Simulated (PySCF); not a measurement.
CH₈FPSi₂.
Atom-mapped SMILES: `[CH3:1][SiH2:2][Si@H:3]([F:4])[PH2:5]` (hydrogens: H6, H7, H8 on C1; H9, H10 on Si2; H11 on Si3; H12, H13 on P5)

Geometry (PBE0-D3(BJ)/def2-SVP, Å), atoms numbered from 1 in this order:
```xyz
13
CH8FPSi2 angstrom
C      1.7732    0.4876    0.4331
Si     0.7445   -0.0907   -1.0371
Si    -1.2593   -1.0169   -0.2553
F     -2.1795   -1.4690   -1.5303
P     -2.4660    0.4310    0.9977
H      1.2216    1.2336    1.0253
H      2.7118    0.9486    0.0897
H      2.0290   -0.3554    1.0926
H      1.5055   -1.0844   -1.8579
H      0.3880    1.0700   -1.9136
H     -1.0429   -2.2255    0.5989
H     -1.4483    0.4512    2.0042
H     -1.9704    1.6023    0.3443
```

Computed with PBE0-D3(BJ)/def2-SVP geometry optimisation, gas phase in PySCF.

Take the most abundant isotopes and a rigid rotor. The values belong to one conformer with, in the numbering `[CH3:1][SiH2:2][Si@H:3]([F:4])[PH2:5]`, C1–Si2–Si3–F4 178°, Si2–Si3–P5–H -65° and 29°.

Question: Give the principal moments of inertia and the rotational constants in cm⁻¹.

Answer: Ia = 184.45, Ib = 342.58, Ic = 481.83 u·Å²; 505379 MHz·u·Å²/I gives 2740, 1475 and 1049 MHz, that is A = 0.09139, B = 0.04921, C = 0.03499 cm⁻¹.

Question: Classify the top.

Answer: An asymmetric top. Ray's parameter κ = (2B − A − C)/(A − C) = -0.496; −1 is the prolate and +1 the oblate limit.

Question: Is it planar, by Δ = Ic − Ia − Ib?

Answer: Not planar: Δ = Ic − Ia − Ib = -45.20 u·Å². For a rigid frame Δ = −2 Σ m c², so Σ m c² = 22.60 u·Å² lies off the ab plane: 11.45 from hydrogen and 11.15 from heavier atoms. The atom farthest from that plane is 1.94 Å away.

Question: Give the other two planar moments, Paa and Pbb, and the rms extents of the mass along the axes.

Answer: Paa = Σ m a² = (Ib + Ic − Ia)/2 = 319.98 and Pbb = Σ m b² = (Ia + Ic − Ib)/2 = 161.85 u·Å². With the mass M = 125.99 u, the rms extents √(P/M) along a, b and c are 1.59, 1.13, 0.42 Å.

Question: List the rotational levels J(Ka,Kc) to J = 4 (MHz).

Answer: Above 0(0,0):
J = 1: 1(0,1) 2524, 1(1,1) 3789, 1(1,0) 4215
J = 2: 2(0,2) 7481, 2(1,2) 8411, 2(1,1) 9690, 2(2,1) 13484, 2(2,0) 13574
J = 3: 3(0,3) 14715, 3(1,3) 15291, 3(1,2) 17837, 3(2,2) 21056, 3(2,1) 21486, 3(3,1) 28497, 3(3,0) 28509
J = 4: 4(0,4) 24076, 4(1,4) 24385, 4(1,3) 28563, 4(2,3) 31081, 4(2,2) 32244, 4(3,2) 38743, 4(3,1) 38828, 4(4,1) 48957, 4(4,0) 48959

Question: Which lines would a microwave search look for?

Answer: The dipole components are |μa| = 2.08 D, |μb| = 1.75 D, |μc| = 0.50 D. Intensities carry the squares of the components, which stand as 1.00 : 0.71 : 0.06 (a : b : c). Some lines, for components of 0.1 D or more:

```json
{"type": "a", "branch": "Q", "J(Ka,Kc)": "1(1,0) ← 1(1,1)", "MHz": "426", "lower level (cm⁻¹)": "0.126"}
{"type": "c", "branch": "Q", "J(Ka,Kc)": "2(1,2) ← 2(0,2)", "MHz": "929", "lower level (cm⁻¹)": "0.250"}
{"type": "c", "branch": "Q", "J(Ka,Kc)": "1(1,1) ← 1(0,1)", "MHz": "1265", "lower level (cm⁻¹)": "0.084"}
{"type": "a", "branch": "Q", "J(Ka,Kc)": "2(1,1) ← 2(1,2)", "MHz": "1279", "lower level (cm⁻¹)": "0.281"}
{"type": "b", "branch": "Q", "J(Ka,Kc)": "1(1,0) ← 1(0,1)", "MHz": "1691", "lower level (cm⁻¹)": "0.084"}
{"type": "b", "branch": "Q", "J(Ka,Kc)": "2(1,1) ← 2(0,2)", "MHz": "2208", "lower level (cm⁻¹)": "0.250"}
{"type": "a", "branch": "R", "J(Ka,Kc)": "1(0,1) ← 0(0,0)", "MHz": "2524", "lower level (cm⁻¹)": "0.000"}
{"type": "b", "branch": "R", "J(Ka,Kc)": "2(0,2) ← 1(1,1)", "MHz": "3693", "lower level (cm⁻¹)": "0.126"}
{"type": "b", "branch": "R", "J(Ka,Kc)": "1(1,1) ← 0(0,0)", "MHz": "3789", "lower level (cm⁻¹)": "0.000"}
{"type": "c", "branch": "Q", "J(Ka,Kc)": "2(2,1) ← 2(1,1)", "MHz": "3794", "lower level (cm⁻¹)": "0.323"}
{"type": "b", "branch": "Q", "J(Ka,Kc)": "2(2,0) ← 2(1,1)", "MHz": "3885", "lower level (cm⁻¹)": "0.323"}
{"type": "c", "branch": "R", "J(Ka,Kc)": "1(1,0) ← 0(0,0)", "MHz": "4215", "lower level (cm⁻¹)": "0.000"}
{"type": "a", "branch": "R", "J(Ka,Kc)": "2(1,2) ← 1(1,1)", "MHz": "4622", "lower level (cm⁻¹)": "0.126"}
{"type": "a", "branch": "R", "J(Ka,Kc)": "2(0,2) ← 1(0,1)", "MHz": "4957", "lower level (cm⁻¹)": "0.084"}
{"type": "b", "branch": "Q", "J(Ka,Kc)": "2(2,1) ← 2(1,2)", "MHz": "5073", "lower level (cm⁻¹)": "0.281"}
{"type": "a", "branch": "R", "J(Ka,Kc)": "2(1,1) ← 1(1,0)", "MHz": "5475", "lower level (cm⁻¹)": "0.141"}
{"type": "b", "branch": "R", "J(Ka,Kc)": "2(1,2) ← 1(0,1)", "MHz": "5886", "lower level (cm⁻¹)": "0.084"}
{"type": "c", "branch": "R", "J(Ka,Kc)": "2(1,1) ← 1(0,1)", "MHz": "7166", "lower level (cm⁻¹)": "0.084"}
{"type": "b", "branch": "R", "J(Ka,Kc)": "2(2,1) ← 1(1,0)", "MHz": "9268", "lower level (cm⁻¹)": "0.141"}
{"type": "c", "branch": "R", "J(Ka,Kc)": "2(2,0) ← 1(1,0)", "MHz": "9359", "lower level (cm⁻¹)": "0.141"}
{"type": "c", "branch": "R", "J(Ka,Kc)": "2(2,1) ← 1(1,1)", "MHz": "9695", "lower level (cm⁻¹)": "0.126"}
{"type": "b", "branch": "R", "J(Ka,Kc)": "2(2,0) ← 1(1,1)", "MHz": "9786", "lower level (cm⁻¹)": "0.126"}
```

Question: Estimate the classical rotational partition function at 50 K, 100 K and 298.15 K.

Answer: Point group C1, symmetry number σ = 1; q = (√π/σ)·√((kT/h)³/(ABC)), k/h = 20836.6 MHz/K: 28900 at 50 K, 81900 at 100 K, 422000 at 298.15 K.

PBE0-D3(BJ)/def2-SVP frequencies: not computed here. No vibrational averaging or centrifugal distortion is included, and the geometry carries the error of its method. A rigid rotor knows nothing of internal rotation, which can split or shift real lines.
